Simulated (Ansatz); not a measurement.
`N[SiH2]I` + H₂S → `N[SiH2]S` + HI at 500 K and 1 bar (ligand exchange at the Si–I bond).

Computed with Ansatz on PBE0-D4/def2-TZVP structures; ΔE is electronic, products minus reactants. CCSD(T)/CBS is the MP2 limit (def2-TZVPP, def2-QZVPP) plus CCSD(T) − MP2 in def2-TZVPP, frozen cores. This one scheme is used for every species. Elements past krypton have def2 core potentials. For I outer-core shells are correlated without core-valence functions, which leaves a few kJ/mol of doubt a bond. One conformer a species, not always the lowest.

```
   species  CCSD(T)/CBS energy (Eh)  H − E (kJ/mol)  S (J/(mol·K))
`N[SiH2]I`               -643.69654           150.2          360.6
       H₂S               -398.97279            57.0          224.0
`N[SiH2]S`               -744.61970           176.4          366.8
        HI               -298.03592            28.6          221.6
```

H − E and S are ideal-gas, rigid-rotor, harmonic terms from PBE0-D4/def2-TZVP, for one conformer and one mirror image of each species. 1 Eh = 2625.50 kJ/mol, R = 8.31446 J/(mol·K).

**Question.** By hand: ΔE, ΔH, ΔS and ΔG.

**Answer.** ΔE = (-744.61970) + (-298.03592) − (-643.69654) − (-398.97279) = 0.01371 Eh = 36.0 kJ/mol. Δ(H − E) = 176.4 + 28.6 − 150.2 − 57.0 = -2.2, so ΔH = 33.8 kJ/mol. ΔS = 366.8 + 221.6 − 360.6 − 224.0 = 3.8 J/(mol·K). ΔG = 33.8 − 500 × (3.8)/1000 = 31.9 kJ/mol.

**Question.** By hand: the equilibrium constant, and the temperature at which ΔG would vanish if ΔH and ΔS stayed fixed.

**Answer.** log₁₀ K = −ΔG/(RT ln 10) = -3.3. ΔG = 0 at ΔH/ΔS = 8895 K, far beyond where these terms or the molecules hold.

The number of gas molecules stays the same, so ΔS is small and ΔH decides. A doubt of 5 kJ/mol in ΔE shifts log₁₀ K by 0.5 here. Other conformers and mirror images would add mixing entropy, several J/(mol·K) or more a flexible species. These are equilibria of isolated gas molecules and say nothing of rates. Largest T1 diagnostic: 0.010 (customary marks: 0.02 for closed shells, 0.045 for open ones).
